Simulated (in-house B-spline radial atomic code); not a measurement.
**Ar III (Ar2+): [Ne] 3s2 3p4**

Method: non-relativistic TPSSh, spin-polarised, spherical fractional occupations, exact exchange averaged over the configuration, point nucleus. Calculated with an all-electron radial atomic-structure program (B-spline basis).

Screening seen three ways: the hydrogenic charge with the same mean radius, Z_r = [3n² - l(l+1)]/(2<r>), the one with the same energy, Z_e = n√(-2ε), and Slater's rules. Values are occupation-weighted means over spin.

```
shell  electrons   ε (eV)  <r> (bohr)    Z_r    Z_e  Slater
   1s          2    -3158     0.08612  17.42  15.24   17.70
   2s          2  -330.58      0.4147  14.47   9.86   13.85
   2p          6  -263.57      0.3766  13.28   8.80   13.85
   3s          2  -51.558       1.336  10.10   5.84    7.45
   3p          4  -36.802       1.464   8.54   4.93    7.45
```

The least bound orbital is 3p down at -34.72 eV, and it is also the most diffuse (<r> = 1.482 bohr).
